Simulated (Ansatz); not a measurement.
The cluster Si₇⁻, relaxed as a doublet with UKS PBE-D4/def2-SVPD in Ansatz, starting from the GFN1-xTB geometry. Force threshold 0.02 eV/Å.

The charge -1 doublet is spin-contaminated (final ⟨S²⟩ up to 0.85, 0.75 for a pure state). The relaxation made no stability test and no search for a lower SCF solution. Another isomer (doublet) lies 2.65 eV lower at PBE0-D4/def2-TZVPD; other spin states weren't run for this one.

Start:

```
atom    x (Å)    y (Å)    z (Å)
 Si1   0.2038  -0.0168   0.3235
 Si2   0.2081   2.3552   0.3466
 Si3   0.5247  -4.2426   0.9932
 Si4  -0.7917   1.1972  -1.4934
 Si5  -0.9476  -1.0712  -1.7134
 Si6   0.7857   4.1390   1.4793
 Si7   0.0170  -2.3607   0.0642
```

Question: Estimate the energy that the relaxation releases and the steps that it takes.

Answer: 12.3 kJ/mol, in 6 steps; 23 s on 4 threads of Arm Neoverse V2 on a shared host. No frequencies were taken in this run, so the end may be a saddle point.

Question: Does the start keep its bonding?

Answer: By distances, no bond broke or formed. The bond that changes most is Si1–Si5, from 2.57 to 2.45 Å (atoms count from 1).

Question: Predict the relaxed structure.

Answer: 
```xyz
7

Si    0.0848   -0.0131    0.1575
Si    0.1606    2.2818    0.2698
Si    0.6886   -3.9453    1.2925
Si   -0.8888    1.3004   -1.6634
Si   -0.9697   -1.0490   -1.7918
Si    0.9271    3.7320    1.7144
Si   -0.0027   -2.3069    0.0210
```
Bond lengths: 9 × Si–Si 2.19 to 2.45 Å.
